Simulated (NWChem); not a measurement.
# GaNH$_{3}$OF; SMILES [Ga]([NH2])([F])[OH]

```xyz
7

Ga    -0.0125     0.0033    -0.0045
F      1.6230    -0.6320     0.0065
O     -1.3367    -1.1736     0.0064
H     -1.0307    -2.0863     0.0246
N     -0.2606     1.7757     0.0273
H     -1.1708     2.2002    -0.0915
H      0.4998     2.4313    -0.0933
```
Atoms are numbered in this order, from 1.

Geometry: optimised at PBE0/def2-SVP.

### Question
List the 4 lowest vertical singlet excitations from PBE0/def2-SVPD, TDA (NWChem).

### Answer
| state | energy (eV) | oscillator strength | leading excitation (squared amplitude) |
|---|---|---|---|
| S1 | 5.54 | 0.026 | HOMO → LUMO (0.98) |
| S2 | 6.87 | 0.062 | HOMO−1 → LUMO (0.95) |
| S3 | 7.32 | 0.054 | HOMO → LUMO+1 (0.62) |
| S4 | 7.55 | 0.019 | HOMO → LUMO+2 (0.79) |
